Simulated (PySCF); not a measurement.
# A small calculation by hand: oscillator strength and radiative lifetime

Be(SMe)(GeH3) (CH₆BeGeS), SMILES C[S][Be][GeH3].

Geometry optimised at B3LYP-D3(BJ)/def2-SVP. The structure was generated by enumeration; whether it is a known compound was not checked. Other conformers were not sampled.

TDA-CAM-B3LYP/def2-SVPD (PySCF 2.14.0) puts the first singlet state with f over 0.02 at 5.21 eV (vertical), with the transition dipole (-0.354, -0.071, 0.207) in atomic units.

Task: Find the oscillator strength, the wavelength and the radiative lifetime that this transition would have in vacuum if emission retraced absorption.

Result: 
|μ|² = 0.1732 au, so |μ| = 1.06 D. ΔE = 5.21/27.211 = 0.1915 hartree. f = (2/3) ΔE |μ|² = 0.022 (the program prints 0.022).
λ = 1239.84/5.21 = 238 nm; ν = 42021 cm⁻¹.
Einstein's coefficient A = 0.6670 ν² f s⁻¹ (ν in cm⁻¹) = 2.6e7 s⁻¹, so τ = 1/A = 38 ns. This state is S2; the lower singlet has f = 0.000. The figure is the radiative limit of this one transition; relaxation, internal conversion, crossing to triplets and a medium change what is measured.
